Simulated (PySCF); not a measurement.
TaF4, SMILES [F][Ta]([F])([F])[F] (connectivity only; charge and spin as stated), neutral, multiplicity 2. Geometry optimised at B3LYP-D3(BJ)/def2-SVP. The spin state was assumed, not searched. The isomer is the one that the SMILES or the coordinates give; other isomers of the formula were not compared. The def2 effective core potentials stand for the cores of Ta; spin–orbit coupling is left out.

The numbers are results of B3LYP-D3(BJ)/def2-SVP run with PySCF 2.14.0, not measurements.

Harmonic wavenumbers (cm⁻¹): 155, 155, 160, 171, 230, 682, 697, 697, 707. Rotational constants (GHz): 3.378, 3.378, 2.133; symmetry number 4.

Problem. Work out the zero-point energy and the ideal-gas rigid-rotor harmonic-oscillator thermochemistry at 298.15 K and 1 atm.

Solution. ZPE = ½ Σ hcν = ½ × 3654 cm⁻¹ = 5.22 kcal/mol. H − E(el) = 9.77 kcal/mol. Entropy in cal/(mol K): translation 42.53, rotation 24.23, vibration 13.31, spin 1.38, total 81.45. G − E(el) = -14.51 kcal/mol. Cp = 20.66 cal/(mol K).
